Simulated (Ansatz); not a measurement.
Job for Ansatz (a program for electronic structure): R-B3LYP/def2-TZVPP on CH3GeI (SMILES [CH3][Ge][I]), a point of a torsion scan. Elements past Kr take the def2 small-core potentials; no spin–orbit coupling.

Ansatz 0.2 input:
```yaml
crystal:
  periodic: [false, false, false]
  atoms:
    - {symbol: C, position_ang: [-0.68717525, -0.03451143, -0.02869568]}
    - {symbol: Ge, position_ang: [0.87433996, 1.27439368, 0.02821516]}
    - {symbol: I, position_ang: [2.41271234, 0.12994120, -1.67696761]}
    - {symbol: H, position_ang: [-0.83706658, -0.45491677, 0.96911465]}
    - {symbol: H, position_ang: [-1.60227769, 0.50952712, -0.27608790]}
    - {symbol: H, position_ang: [-0.58731342, -0.86138817, -0.73027155]}
basis:
  gaussian:
    orbitals: def2-TZVPP
hamiltonian:
  xc: {name: B3LYP}
scf: {lower_state_search: off}
```

It printed:

```
WARN ansatz: RAYON_NUM_THREADS=1 ignored (pool sized by the plan → 1); use --threads N
Functional definition: B3LYP
these checks for a lower state are left out or cut short: stability, starts, cluster_reference, orbital_swaps, neighbouring_geometries, increment
integrals: 0.09 GiB planned
1157 factors; their error is unknown
mean field: 0.82 GiB planned
mean field evaluation 1: about -65702.0181 eV, gradient 6.0e1 eV
mean field evaluation 2: about -65689.4961 eV, gradient 8.4e1 eV
mean field evaluation 4: about -65709.9368 eV, gradient 5.5e0 eV
mean field evaluation 8: about -65709.9892 eV, gradient 1.4e-1 eV
mean field evaluation 16: about -65710.4210 eV, gradient 5.0e-4 eV
mean field -65710.42100977 eV, -2414.8134319858 hartree, gradient 8.0e-7 eV, S^2 0.000000; 0 other end points of the search recorded, 0 dependent functions left out
reference -65710.42124266 eV, -2414.8134405445 hartree; 33, 33 occupied and 138, 138 virtual orbitals, 1157 factors
Total energy: -65710.42124266 eV, -2414.8134405445 hartree
Checks for a lower state left out: stability, starts, cluster_reference, orbital_swaps, neighbouring_geometries, increment
```

Self-consistency was reached.

Cost: about 4 core-seconds (a rough figure).
